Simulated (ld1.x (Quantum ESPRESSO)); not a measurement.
Results of a calculation; reference values are marked as such.
**Pseudopotentials across the periodic table**

Generated with ld1.x 7.5 (TM, RRKJ, ultrasoft, PAW), atompaw 4.2 or ONCVPSP 4.0.1. The cutoff is in Ry: for ld1.x and atompaw files where the sum of valence levels is converged to 10 mRy in a Bessel basis, for ONCV files where the hardest occupied wave has 1 mHa per electron of residual kinetic energy. The error is the largest all-electron minus pseudo excitation energy over each file’s own four to seven test configurations (ionisations up to +4, promotions, holes and added fractions of an electron), all of which were solved. The labels leave out finer settings (local radius, basis sizes, second energies), which also bear on the numbers. Spin-polarised tests are not counted. The rows are a selection from randomly drawn settings: files with unsolved tests, undetermined cutoffs or missed reference levels are left out.

```csv
element,potential,cutoff (Ry),largest error (meV),bound ghosts
F,"RRKJ, PBEsol, scalar-relativistic, rc 0.50/1.00/0.85 (spd), local s, core correction yes, reference 2s2 2p5",300,+728,none
S,"ultrasoft, BLYP, scalar-relativistic, rc 1.30/1.25 (sp), local smoothed, core correction yes, reference 3s2 3p4",25,+7.8,none
```

(1) Fill in the row for Li: RRKJ, LDA (PZ), scalar-relativistic, rc 3.15/4.20 (sp), local s, core correction no, reference 2s0.5 2p0.5.

(2) Fill in the row for F: ultrasoft, revPBE, scalar-relativistic, rc 0.80/1.65/1.65 (spd), local smoothed, core correction no, reference 2s1 2p6.

(3) Fill in the row for N: TM, PBEsol, non-relativistic, rc 0.80/1.65/1.70 (spd), local d, core correction no, reference 2s2 2p2.75.

## Answers

(1) cutoff 6 Ry, largest error +4.8 meV, bound ghosts: none.

(2) cutoff 30 Ry, largest error +473 meV, bound ghosts: none.

(3) cutoff 55 Ry, largest error +810 meV, bound ghosts: none.
